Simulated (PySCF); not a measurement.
A species of formula C6H6F2 has this rotational fingerprint, computed with CAM-B3LYP/def2-SVPD in PySCF (dipole) on a GFN2-xTB geometry, gas phase:

* Rotational constants: A = 2606, B = 2453, C = 1641 MHz
* Dipole components: |μa| = 2.15 D, |μb| = 1.32 D, |μc| = 0.00 D
* Inertial defect: -91.97 u·Å²
* κ: 0.68

Question: Which candidate fits, each taken in the one conformer that was computed?
A. `CC1=CC=CC1(F)F`
B. `C/C(F)=C1\C=C(F)C1`
C. `[F:1][C:2]1=[CH:3][CH2:4][CH:5]=[CH:6][C@@H:7]1[F:8]` with C2–C3–C4–C5 -11°, C3–C4–C5–C6 11°, C5–C6–C7–F8 104°, F1–C2–C7–C6 -164°
D. `[CH2:1]=[CH:2]/[CH:3]=[CH:4]\[CH:5]=[C:6]([F:7])[F:8]` with C1–C2–C3–C4 180°, C3–C4–C5–C6 180°

Answer: A. It is CC1=CC=CC1(F)F, an asymmetric top, point group Cs. The candidates at the same level (rigid rotor, commonest isotopes):

| SMILES | A (MHz) | B (MHz) | C (MHz) | μa (D) | μb (D) | μc (D) | Δ (u·Å²) | point group | rotor |
| --- | --- | --- | --- | --- | --- | --- | --- | --- | --- |
| C/C(F)=C1\C=C(F)C1 | 5558 | 1095 | 925.4 | 0.56 | 1.34 | 0.00 | -6.31 | Cs | near-prolate asymmetric top |
| C=C/C=C\C=C(F)F | 6538 | 786.5 | 702.0 | 1.55 | 0.13 | 0.00 | 0.00 | Cs | near-prolate asymmetric top |
| FC1=CCC=C[C@@H]1F | 2838 | 2146 | 1384 | 3.02 | 1.10 | 0.95 | -48.31 | C1 | asymmetric top |
| CC1=CC=CC1(F)F | 2606 | 2453 | 1641 | 2.15 | 1.32 | 0.00 | -91.97 | Cs | asymmetric top |

`C=C/C=C\C=C(F)F` has A 151 % too high; `C/C(F)=C1\C=C(F)C1` has A 113 % too high; `FC1=CCC=C[C@@H]1F` has C 16 % too low. In the right answer the mirror of this Cs structure is the ab plane, so μc vanishes by symmetry. No structure here is proved a minimum.
